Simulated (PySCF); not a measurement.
C₉H₁₁N.
Bonds: C1–C2 (double), C2–C3, C3–C4 (aromatic), C4–C5 (aromatic), C5–C6 (aromatic), C6–C7 (aromatic), C7–N8, N8–C9, C7–C10 (aromatic), C3–C10 (aromatic). Hydrogens: H11, H12 on C1; H13 on C2; H14 on C4; H15 on C5; H16 on C6; H17 on N8; H18, H19, H20 on C9; H21 on C10.

The same species was optimised twice, with GFN2-xTB and with PBE0-D3(BJ)/def2-SVP (PySCF), and the same property calculations (PySCF, gas phase) were run on both structures.

| coordinate | GFN2-xTB | PBE0-D3(BJ)/def2-SVP | change |
| --- | --- | --- | --- |
| C7–C10 (Å) | 1.393 | 1.406 | +0.013 |
| C1=C2 (Å) | 1.327 | 1.338 | +0.011 |
| N8–C9 (Å) | 1.442 | 1.431 | -0.011 |
| C2–C3 (Å) | 1.459 | 1.469 | +0.010 |
| C6–C7 (Å) | 1.399 | 1.408 | +0.009 |
| C5–C6 (Å) | 1.380 | 1.389 | +0.009 |
| C4–C5 (Å) | 1.383 | 1.392 | +0.009 |
| C3–C10 (Å) | 1.393 | 1.402 | +0.009 |
| C3–C4 (Å) | 1.394 | 1.402 | +0.008 |
| C7–N8 (Å) | 1.379 | 1.373 | -0.006 |
| C7–N8–C9 (°) | 122.0 | 123.3 | +1.3 |
| C6–C7–N8 (°) | 119.2 | 120.1 | +0.9 |
| C1–C2–C3 (°) | 126.4 | 127.1 | +0.7 |
| C4–C5–C6 (°) | 120.8 | 121.4 | +0.6 |
| N8–C7–C10 (°) | 122.4 | 121.8 | -0.6 |
| C3–C4–C5 (°) | 119.9 | 119.5 | -0.4 |
| C6–C7–C10 (°) | 118.3 | 118.0 | -0.3 |
| C3–C10–C7 (°) | 121.5 | 121.7 | +0.2 |
| C1–C2–C3–C4 (°) | 15 | 0 | -15 |
| C6–C7–N8–C9 (°) | -164 | -173 | -9 |

Rotational constants: A = 2456, B = 901.9, C = 665.3 MHz (GFN2-xTB) against A = 2427, B = 893.1, C = 655.9 MHz (PBE0-D3(BJ)/def2-SVP).

On the GFN2-xTB structure: HOMO (eV) -5.68 [PBE0/pcSseg-1]; LUMO (eV) -0.79 [PBE0/pcSseg-1]; dipole (D) 2.09 [PBE0/pcSseg-1]; GIAO shielding of C1 (ppm) 67.9 [PBE0/pcSseg-1]; GIAO shielding of C2 (ppm) 40.6 [PBE0/pcSseg-1]; GIAO shielding of C3 (ppm) 43.4 [PBE0/pcSseg-1]; GIAO shielding of C4 (ppm) 70.4 [PBE0/pcSseg-1]; GIAO shielding of C5 (ppm) 52.2 [PBE0/pcSseg-1]; GIAO shielding of C6 (ppm) 68.6 [PBE0/pcSseg-1]; GIAO shielding of C7 (ppm) 32.7 [PBE0/pcSseg-1]; GIAO shielding of N8 (ppm) 191.3 [PBE0/pcSseg-1].

**Question.** What do these properties become on the PBE0-D3(BJ)/def2-SVP structure?

**Answer.** 
```tsv
property	level	on GFN2-xTB	on PBE0-D3(BJ)/def2-SVP	change
HOMO (eV)	PBE0/pcSseg-1	-5.68	-5.62	+0.06
LUMO (eV)	PBE0/pcSseg-1	-0.79	-0.84	-0.05
dipole (D)	PBE0/pcSseg-1	2.09	2.27	+0.18
energy, GFN2-xTB geometry as zero (kcal/mol)	PBE0/pcSseg-1	0.0	-0.4	-0.4
GIAO shielding of C1 (ppm)	PBE0/pcSseg-1	67.9	65.9	-2.0
GIAO shielding of C2 (ppm)	PBE0/pcSseg-1	40.6	38.4	-2.2
GIAO shielding of C3 (ppm)	PBE0/pcSseg-1	43.4	42.0	-1.4
GIAO shielding of C4 (ppm)	PBE0/pcSseg-1	70.4	69.8	-0.6
GIAO shielding of C5 (ppm)	PBE0/pcSseg-1	52.2	50.0	-2.2
GIAO shielding of C6 (ppm)	PBE0/pcSseg-1	68.6	68.0	-0.6
GIAO shielding of C7 (ppm)	PBE0/pcSseg-1	32.7	32.3	-0.4
GIAO shielding of N8 (ppm)	PBE0/pcSseg-1	191.3	193.3	+2.0
```

The heavy atoms differ by 0.077 Å rms after alignment. Among bonds between heavy atoms C7–C10 changes most (+0.013 Å). Changes are differences of the printed values. Neither structure is proved a minimum here.

The values belong to the conformer `[CH2:1]=[CH:2][c:3]1[cH:4][cH:5][cH:6][c:7]([NH:8][CH3:9])[cH:10]1`: C1–C2–C3–C4 0°, C6–C7–N8–C9 -173°.
